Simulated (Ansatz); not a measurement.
Isolated molecules relaxed with PBE0-D4/def2-TZVP in Ansatz; ΔE leaves out vibrations. CCSD(T)/CBS adds triple-zeta CCSD(T) − MP2 to the extrapolated MP2 energy (def2 sets, frozen cores). This one scheme is used for every species. DFT in def2-TZVPP. Elements past krypton have def2 core potentials. For In outer-core shells are correlated without core-valence functions, which leaves a few kJ/mol of doubt a bond. Each species was taken in one conformer, which may not be the lowest.

`C[O][InH][NH2]` + H₂O → `[NH2][InH][OH]` + CH₃OH  (formal hydrolysis of the In–O bond)

| level | ΔE (kJ/mol) |
| --- | --- |
| ωB97M-V | -5.5 |
| CCSD/CBS(def2) | -3.3 |

Problem. What does CCSD(T)/CBS give? (An estimate is asked.)

Solution. Computed: -2.0 kJ/mol. The listed levels differ from it by -3.5, -1.3 kJ/mol.

Largest T1 diagnostic among the species: 0.016.

In def2-TZVPP, CCSD(T) changes the Hartree–Fock value by +7.2 kJ/mol (the triples alone add +1.3 kJ/mol) and MP2 by +7.3 kJ/mol. The D4 term adds +5.6 kJ/mol with B3LYP and +3.2 kJ/mol with PBE0; it sums over pairs of atoms, weighted by their polarisabilities, and B3LYP, whose exchange is more repulsive, gets the larger term. Leaving LDA and LC-ωPBE aside and taking each functional with its dispersion term where it has one, the values, not all of them listed here, spread over 3.8 kJ/mol, from B2PLYP to revPBE-D4. LDA lies +4.0 kJ/mol from PBE without D4.

CCSD(T)/CBS has its own doubt, a few kJ/mol and more with outer-core shells, so smaller differences from it don't rank the levels.

B3LYP here is the variant with VWN-RPA as its local correlation; programs differ in this.
